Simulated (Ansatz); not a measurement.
A structure relaxed at PBE0-D4/def2-TZVP, charge 0, multiplicity 2:

```xyz
8

N    -0.9102   -1.2968    0.4556
Si   -0.0395    0.1369    0.0298
O     1.4098   -0.0293    0.7451
O     0.0096    0.2279   -1.5944
Cl   -0.8864    1.9074    0.6165
H    -1.8248   -1.1591    0.8847
H     1.9178    0.7637    0.9224
H     0.3235   -0.5508   -2.0597
```

Q: Give its formula and SMILES.

A: ClH3NO2Si, `[NH][Si](O)(O)Cl`.

Q: Summarise the bond lengths by kind.

A: 1 × N–Si 1.731 Å; 1 × H–N 1.020 Å; 2 × O–Si 1.625 to 1.628 Å; 1 × Cl–Si 2.048 Å; 2 × H–O 0.958 to 0.960 Å.

All numbers were calculated with Ansatz.
